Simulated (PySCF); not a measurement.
AlCl, SMILES [Al][Cl] (connectivity only; charge and spin as stated), charge +1, multiplicity 2. The structure is a stationary point at PBE0-D3(BJ)/def2-TZVPD. The spin state was assumed, not searched.

All values below come from PBE0-D3(BJ)/def2-TZVPD (PySCF 2.14.0).

Harmonic wavenumbers (cm⁻¹): 597. Rotational constants (GHz): 8.057 (linear); symmetry number 1.

Work out the zero-point energy and the ideal-gas rigid-rotor harmonic-oscillator thermochemistry at 298.15 K and 1 atm.

ZPE = ½ Σ hcν = ½ × 597 cm⁻¹ = 3.57 kJ/mol. H − E(el) = 12.67 kJ/mol. Entropy in J/(mol K): translation 160.30, rotation 63.59, vibration 1.90, spin 5.76, total 231.55. G − E(el) = -56.36 kJ/mol. Cp = 33.44 J/(mol K).
